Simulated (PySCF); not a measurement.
Basis and Hamiltonian dependence of the excitation energy of B

B [He] 2s2 2p1 (2P) → B [He] 2s1 2p1 3s1 (4P). Calculated with PySCF 2.14 from differences of total energies of unrestricted determinants, without spin-orbit coupling. Values in eV.

| basis | Hamiltonian | functions | UHF | r2SCAN | PBE0 | MP2 (valence) | CCSD(T) (valence) | CCSD(T) (valence and next inner shell) |
| --- | --- | --- | --- | --- | --- | --- | --- | --- |
| aug-cc-pVDZ | non-relativistic | 23 | 8.164 | 9.169 | 9.254 | 9.046 | 9.578 | n/a |
| aug-cc-pwCVDZ | non-relativistic | 27 | 8.142 | 9.140 | 9.228 | 9.058 | 9.582 | 9.586 |
| x2c-TZVPPall with one added diffuse shell each of s, p, d type | spin-free X2C | 40 | 8.020 | 9.047 | 9.135 | 9.058 | 9.545 | 9.542 |
| dyall-av2z | non-relativistic | 42 | 8.094 | 9.098 | 9.185 | 9.049 | 9.563 | n/a |
| aug-cc-pVTZ | non-relativistic | 46 | 8.078 | 9.086 | 9.174 | 9.126 | 9.604 | n/a |
| aug-cc-pVTZ-DK | spin-free X2C | 46 | 8.082 | 9.090 | 9.178 | 9.129 | 9.607 | n/a |
| aug-cc-pCVTZ-DK | spin-free X2C | 59 | 8.078 | 9.089 | 9.179 | 9.140 | 9.612 | 9.623 |
| aug-cc-pVTZ with one added diffuse shell each of s, p, d, f type | non-relativistic | 62 | 7.984 | 9.036 | 9.122 | 9.044 | 9.531 | n/a |
| def2-QZVPPD | non-relativistic | 63 | 8.063 | 9.075 | 9.160 | 9.168 | 9.620 | 9.617 |
| dyall-av3z | non-relativistic | 71 | 8.012 | 9.047 | 9.130 | 9.099 | 9.569 | n/a |
| dyall-acv3z | non-relativistic | 76 | 8.011 | 9.047 | 9.130 | 9.099 | 9.569 | 9.583 |
| aug-cc-pVQZ | non-relativistic | 80 | 8.035 | 9.064 | 9.147 | 9.153 | 9.601 | n/a |
| aug-cc-pwCVQZ | non-relativistic | 109 | 8.034 | 9.061 | 9.143 | 9.161 | n/a | n/a |
| aug-cc-pV5Z | non-relativistic | 127 | 8.017 | 9.048 | 9.133 | 9.163 | n/a | n/a |

Frozen in the all-electron rows: valence: 1s2; valence and next inner shell: nothing.

The upper state lies above the first ionisation limit, but in LS coupling its spin forbids autoionisation to the ground ion. A Rydberg-like electron needs more diffuse functions than a valence basis has.
